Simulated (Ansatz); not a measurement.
Basis sets compared for SnH3(NHEt) (C2H9NSn). The state is a singlet with charge 0. Geometry PBE-D4/def2-SVP. Ansatz on 4 threads of Arm Neoverse V2 on a shared host; times are rough, and most runs start from earlier orbitals.

```
atom    x (Å)    y (Å)    z (Å)
 Sn1  -0.4045   1.6297   1.1962
  H2   0.4846   2.3957   2.4632
  H3  -0.4395   2.6669  -0.2044
  H4  -2.0209   1.2435   1.6677
  N5   0.5099  -0.2122   0.9425
  C6  -0.0181  -1.1593  -0.0330
  C7   0.2142  -0.8209  -1.5104
  H8   1.5287  -0.1130   0.8437
  H9   0.4185  -2.1644   0.1789
 H10  -1.1102  -1.2742   0.1514
 H11  -0.2672   0.1413  -1.7866
 H12  -0.1944  -1.6081  -2.1788
 H13   1.2988  -0.7250  -1.7303
```

In the def2 sets Sn takes a core potential; there is no spin–orbit coupling.

Binding counts from free atoms (Sn triplet, H doublet, N quartet, C triplet) in the same basis, without a counterpoise term.

```
           level  functions  energy (Eh)  HOMO (eV)  LUMO (eV)  binding per atom (eV)  wall time
 PBE-D4/def2-SVP        113    -350.3505      -4.96      -0.60                   3.45      0.9 s
PBE0-D4/def2-SVP        113    -350.3849      -6.34       0.24                   3.41     0.95 s
```

Problem. Estimate the rows for PBE-D4/def2-TZVP, PBE0-D4/def2-TZVP.

Solution. 
```csv
level,functions,energy (Eh),HOMO (eV),LUMO (eV),binding per atom (eV),wall time
PBE-D4/def2-TZVP,197,-350.5145,-5.18,-0.93,3.44,1.4 s
PBE0-D4/def2-TZVP,197,-350.5441,-6.50,-0.13,3.39,1.9 s
```
